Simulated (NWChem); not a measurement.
System: CH4F2Si; SMILES FC[SiH2]F

```xyz
8

F      0.5594    -1.8057     0.2495
C     -0.3513    -1.0711    -0.4777
Si    -0.4978     0.6872     0.1913
F      0.8605     1.5170    -0.1394
H     -0.0488    -1.0610    -1.5411
H     -1.3408    -1.5654    -0.4317
H     -0.6801     0.6642     1.6666
H     -1.6331     1.3655    -0.4963
```
Atoms are numbered in this order, from 1.

Program: NWChem. All runs use the structure optimised with PBE0/def2-SVP. Total energies compare along this basis series because the functional is fixed.

| level | basis functions | energy (Ha) | highest occupied level (eV) | orbital gap (eV) | dipole (D) |
|---|---|---|---|---|---|
| PBE0/cc-pVDZ | 80 | -529.3648 | ___ | ___ | ___ |
| PBE0/aug-cc-pVDZ | 132 | -529.3947 | -8.89 | 8.66 | 2.34 |
| PBE0/cc-pVTZ | 180 | -529.4737 | -8.79 | 9.01 | 2.19 |
| PBE0/aug-cc-pVTZ | 280 | -529.4802 | -8.89 | 8.63 | 2.30 |

Question: Complete the blanks.

Answer: 
- PBE0/cc-pVDZ, highest occupied level (eV): -8.61
- PBE0/cc-pVDZ, orbital gap (eV): 9.14
- PBE0/cc-pVDZ, dipole (D): 2.26
